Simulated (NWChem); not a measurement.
C₃H₃, doublet; SMILES [C]#CC

Program: NWChem. Spin-unrestricted. In the optimisation the excess spin sits in a (C3, its own frame). Coordinates come from a PBE0/def2-SVP, spin-unrestricted optimisation. No stability test was run on the SCF state. Level r2SCAN/def2-SVP: energy and gradient on several grids; changes count from the extra-fine grid, which is no exact limit either.

| grid | size of the energy change (μHa) | largest change of a gradient component (μHa/bohr) |
|---|---|---|
| xcoarse | 200 | 6000 |
| coarse | 700 | 500 |
| medium | 100 | 30 |
| fine | 10 | < 30 |
| xfine | < 10 | < 30 |
